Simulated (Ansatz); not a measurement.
Basis sets compared for Tl₃Cl₃⁺ (the lowest doublet isomer of a short search). The state is a doublet with charge 1. Geometry PBE-D4/def2-SVP. Ansatz on 4 threads of Arm Neoverse V2 on a shared host; times are rough, and most runs start from earlier orbitals.

```
atom    x (Å)    y (Å)    z (Å)
 Tl1   2.6551  -0.9121  -1.2724
 Tl2  -0.5217   2.1793  -0.4197
 Tl3  -0.8278  -1.3321   0.9371
 Cl4   1.4406   0.1750   1.2136
 Cl5  -2.4608   0.6817   1.2332
 Cl6  -0.2854  -0.7918  -1.6918
```

In the def2 sets Tl takes a core potential; there is no spin–orbit coupling. The structure comes from a short search, and lower isomers may exist.

```json
{"level": "PBE-D4/def2-SVP", "functions": "132", "energy (Eh)": "-1897.2837", "HOMO (eV)": "-10.42", "LUMO (eV)": "-9.93", "wall time": "3.7 s"}
{"level": "PBE0-D4/def2-SVP", "functions": "132", "energy (Eh)": "-1897.2784", "HOMO (eV)": "-11.51", "LUMO (eV)": "-9.34", "wall time": "6.5 s"}
```

Q: Estimate the rows for PBE-D4/def2-TZVP (with forces), PBE0-D4/def2-TZVP.

A: 
| level | functions | energy (Eh) | HOMO (eV) | LUMO (eV) | wall time |
| --- | --- | --- | --- | --- | --- |
| PBE-D4/def2-TZVP (with forces) | 261 | -1897.7665 | -10.48 | -9.98 | 11 s |
| PBE0-D4/def2-TZVP | 261 | -1897.7504 | -11.57 | -9.37 | 32 s |
